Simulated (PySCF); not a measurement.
C₃H₃Cl₂F, SMILES C1C(Cl)([C@@H]1F)Cl. Atoms are numbered in the order given.

```xyz
9

F     -1.9448    -0.5258    -1.0232
C     -1.3817     0.0020     0.0876
C     -0.7737     1.3760    -0.0046
C      0.1105     0.1628     0.1314
Cl     1.0416    -0.3635    -1.2692
Cl     0.9173    -0.1128     1.6843
H     -1.8848    -0.3121     1.0082
H     -0.8586     2.0515     0.8503
H     -0.7855     1.8452    -0.9920
```

Geometry: B3LYP-D3(BJ)/def2-SVP. The structure was generated by enumeration; whether it is a known compound was not checked.

All values below come from PBE0/pcSseg-1 in PySCF.

GIAO shieldings, no solvent; atoms listed in one row are averaged. δ = σ(ref) − σ: ¹⁹F against CFCl3 (σ = 167.2 ppm); ¹³C against TMS (σ = 186.3 ppm); ³⁵Cl against HCl (σ = 945.9 ppm); ¹H against TMS (σ = 31.56 ppm), references at their B3LYP-D3(BJ)/def2-TZVP geometries, non-relativistic (without spin–orbit terms, shifts of atoms bonded to Cl or Br come out too high).

```json
[
 {"nucleus": "¹⁹F", "atoms": "F1", "count": "1", "δ (ppm)": "-222.5"},
 {"nucleus": "¹³C", "atoms": "C2", "count": "1", "δ (ppm)": "79.9"},
 {"nucleus": "¹³C", "atoms": "C4", "count": "1", "δ (ppm)": "76.9"},
 {"nucleus": "¹³C", "atoms": "C3", "count": "1", "δ (ppm)": "33.0"},
 {"nucleus": "³⁵Cl", "atoms": "Cl6", "count": "1", "δ (ppm)": "292.7"},
 {"nucleus": "³⁵Cl", "atoms": "Cl5", "count": "1", "δ (ppm)": "243.3"},
 {"nucleus": "¹H", "atoms": "H7", "count": "1", "δ (ppm)": "4.65"},
 {"nucleus": "¹H", "atoms": "H8, H9", "count": "2", "δ (ppm)": "1.82"}
]
```
